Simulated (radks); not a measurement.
All-electron atom: Mn20+ in [He] 2s2 2p1.

Calculated with a radial shooting solver on a logarithmic mesh with Libxc functionals: Dirac Kohn-Sham, LDA (Slater exchange, Perdew-Wang correlation), spin-unpolarised, spherical densities, point nucleus; open shells fill j = l - 1/2 first.

Energy parts (eV):
part                      energy
total                 -21972.179
kinetic                22346.348
electron-nucleus      -45891.441
Hartree                 2142.066
exchange-correlation    -569.151

Orbitals (lengths in bohr, moments of r in powers of bohr; <r^-3> diverges for s and p1/2; r(90%) holds 90 % of the orbital's charge):
[
 {"orbital": "1s1/2", "occ.": "2", "eigenvalue (eV)": "-7562.943", "r(90%)": "0.108", "<1/r>": "24.98", "<r^-3>": "-", "<r^2>": "0.004942", "small-component weight": "8.10e-03"},
 {"orbital": "2s1/2", "occ.": "2", "eigenvalue (eV)": "-1650.658", "r(90%)": "0.392", "<1/r>": "5.855", "<r^-3>": "-", "<r^2>": "0.07679", "small-component weight": "1.77e-03"},
 {"orbital": "2p1/2", "occ.": "1", "eigenvalue (eV)": "-1588.950", "r(90%)": "0.353", "<1/r>": "5.797", "<r^-3>": "-", "<r^2>": "0.05776", "small-component weight": "1.74e-03"},
 {"orbital": "2p3/2", "occ.": "0", "eigenvalue (eV)": "-1575.540", "r(90%)": "0.356", "<1/r>": "5.706", "<r^-3>": "514.4", "<r^2>": "0.05890", "small-component weight": "1.73e-03"},
 {"orbital": "3s1/2", "occ.": "0", "eigenvalue (eV)": "-684.0515", "r(90%)": "0.870", "<1/r>": "2.480", "<r^-3>": "-", "<r^2>": "0.4112", "small-component weight": "7.20e-04"},
 {"orbital": "3p1/2", "occ.": "0", "eigenvalue (eV)": "-664.6625", "r(90%)": "0.842", "<1/r>": "2.456", "<r^-3>": "-", "<r^2>": "0.3749", "small-component weight": "7.08e-04"},
 {"orbital": "3p3/2", "occ.": "0", "eigenvalue (eV)": "-660.9919", "r(90%)": "0.846", "<1/r>": "2.430", "<r^-3>": "141.0", "<r^2>": "0.3793", "small-component weight": "7.03e-04"},
 {"orbital": "3d3/2", "occ.": "0", "eigenvalue (eV)": "-641.3503", "r(90%)": "0.744", "<1/r>": "2.385", "<r^-3>": "25.12", "<r^2>": "0.2775", "small-component weight": "6.78e-04"},
 {"orbital": "3d5/2", "occ.": "0", "eigenvalue (eV)": "-640.3640", "r(90%)": "0.745", "<1/r>": "2.378", "<r^-3>": "24.71", "<r^2>": "0.2787", "small-component weight": "6.76e-04"}
]

The highest occupied level is 2p1/2 at -1588.9 eV. For comparison, the ionisation energy in NIST's Atomic Spectra Database is 1643 eV (semi-empirical). In exact Kohn-Sham theory the highest level is minus the ionisation energy, but local and semilocal functionals leave it too shallow, through self-interaction and a potential that decays too fast; potentials with the right tail come closer.

Beside tabulated values, note that spin-unpolarised runs miss the spin-polarisation part of the exchange energy of open shells.
